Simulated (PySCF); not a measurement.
Geometries of 2 isomers of C3H8BFO, from PBE0-D3(BJ)/def2-SVP geometry optimisation, gas phase (PySCF). One conformer each, no zero-point energy, no frequencies.

Question: Which isomer lies lower at this level?
A.
```xyz
14
angstrom
B      1.862   -0.381   -0.406
O      1.231   -0.159    0.758
C     -0.148    0.081    0.918
C     -0.542    1.387    0.264
C     -0.958   -1.119    0.481
F     -0.313    0.226    2.269
H      1.256   -0.390   -1.458
H      3.053   -0.572   -0.346
H      0.077    2.195    0.678
H     -1.598    1.607    0.472
H     -0.395    1.339   -0.823
H     -0.846   -1.293   -0.598
H     -0.611   -2.006    1.029
H     -2.021   -0.956    0.707
```
B.
```xyz
14
angstrom
B      2.581    0.257    0.142
O      1.023    0.587    0.482
C      0.253    1.488   -0.357
C     -0.931    0.523   -0.307
C      0.022   -0.435    0.395
F     -0.347   -0.841    1.612
H      2.543   -0.126   -1.025
H      3.139    1.328    0.304
H      2.863   -0.608    0.952
H      0.148    2.468    0.126
H      0.744    1.584   -1.335
H     -1.745    0.837    0.360
H     -1.332    0.183   -1.268
H      0.412   -1.292   -0.175
```

Answer: A. That is `O(C(C)(F)C)B`, 59.8 kcal/mol below the other.

| SMILES | atoms numbered as above | E (Eh) | relative (kcal/mol) | relative (kJ/mol) | dipole (D) |
| --- | --- | --- | --- | --- | --- |
| BOC(C)(C)F | [BH2:1][O:2][C:3]([CH3:4])([CH3:5])[F:6] | -318.50155 | 0.0 | 0.0 | 2.29 |
| [BH3-][O+]1CC[C@@H]1F | [BH3-:1][O+:2]1[CH2:3][CH2:4][C@@H:5]1[F:6] | -318.40628 | 59.8 | 250.1 | 5.57 |

As drawn, the higher has a four-membered ring, which the lower lacks.
